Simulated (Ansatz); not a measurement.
The molecule NbO, multiplicity 4 (the spin of the measured ground state). No spin–orbit coupling.

The constants come from a fifth-degree fit in 1/R (seven points, main isotopes). In def2 and cc sets the state is the lowest found near the PBE0 minimum, followed along R.

Programs: Ansatz (Gaussian orbitals). Each number belongs to the level named beside it. In def2 rows elements past Kr take small-core potentials, without spin–orbit coupling.

### Question
What bond length and harmonic frequency does SVWN5/def2-TZVPP give, and what D_e (from each atom's lowest state at the same level)?

### Answer
r_e = 1.674 Å, ω_e = 1031 cm⁻¹, D_e = 9.56 eV.

### Question
What bond length and harmonic frequency does r2SCAN/def2-TZVPP give, and what D_e (from each atom's lowest state at the same level)?

### Answer
r_e = 1.684 Å, ω_e = 1011 cm⁻¹, D_e = 7.67 eV.

### Question
What bond length and harmonic frequency does BHLYP/def2-TZVPP give, and what D_e (from each atom's lowest state at the same level)?

### Answer
r_e = 1.666 Å, ω_e = 1058 cm⁻¹, D_e = 6.70 eV.

Measured for the ground state: r_e 1.6909 Å, ω_e 989 cm-1, ω_e x_e 3.83 cm-1, B_e 0.4321 cm-1, α_e 0.0021 cm-1 [Huber and Herzberg (1979), NIST Chemistry WebBook]. D_0 7.491 ± 0.11 eV (a handbook's tabulated 298 K bond energy less 3RT/2; such tables hold older values) [Luo, bond dissociation energies, CRC Handbook].

Ansatz is an electronic-structure program.
